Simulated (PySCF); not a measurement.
Compound: C3H4F4Si.
Numbering: `[F:1][C:2]([F:3])([F:4])[C@@:5]1([F:6])[CH2:7][SiH2:8]1` (hydrogens: H9, H10 on C7; H11, H12 on Si8)

Geometry (GFN2-xTB, Å), atoms numbered from 1 in this order:
```xyz
12
C3H4F4Si angstrom
F      1.1358    0.4661    1.5410
C      1.4494    0.0960    0.2812
F      2.2776    1.0375   -0.1915
F      2.1757   -1.0283    0.3954
C      0.1991   -0.0512   -0.5299
F      0.5121   -0.3259   -1.8411
C     -0.8921   -0.9400    0.0771
Si    -1.4057    0.8711   -0.0626
H     -0.6426   -1.3907    1.0283
H     -1.2858   -1.6711   -0.6164
H     -1.3217    1.7112    1.1116
H     -2.2006    1.2246   -1.2193
```

Jobs on this species (12 atoms, 72 electrons) with PySCF (density fitting). Hardware of each: an Intel Xeon Platinum 8488C with one thread (shared host). Times come from a shared host and carry two figures at best. Peak memory is the resident size of the whole Python process, interpreter and libraries included.

```
                               level and settings                                                                                                  work  basis functions  SCF cycles  wall time  peak memory
LDA/IGLO-II, IEF-PCM chloroform, start guess vsap                          spin–spin couplings from 12 perturbed nuclei, spin–dipole term for 5 of them              213           ?          ?            ?
                                    PBE0/pcSseg-1    shieldings, ring-centre shieldings, charges and field gradients, density and orbital grids written              163           ?          ?            ?
                                   PBE0/def2-SVPD  6 singlets by full TDDFT, 2 Tamm–Dancoff triplets, polarisability, density and orbital grids written              208          13       44 s     0.85 GiB
           LC-wPBE/ANO-RCC-VDZP, start guess vsap                                           12 singlets by TDA, 2 Tamm–Dancoff triplets, polarisability              136          12       58 s     0.65 GiB
```

Question: Fill in the missing figures.

Answer: 
- LDA/IGLO-II, IEF-PCM chloroform, start guess vsap; spin–spin couplings from 12 perturbed nuclei, spin–dipole term for 5 of them: 16 s, 0.83 GiB, 16 SCF cycles
- PBE0/pcSseg-1; shieldings, ring-centre shieldings, charges and field gradients, density and orbital grids written: 28 s, 0.74 GiB, 12 SCF cycles

Question: What do all jobs in the table cost together?

Answer: About 2.4 min; the longest takes about 40 % of that, and about 3.6 times as long as the shortest.
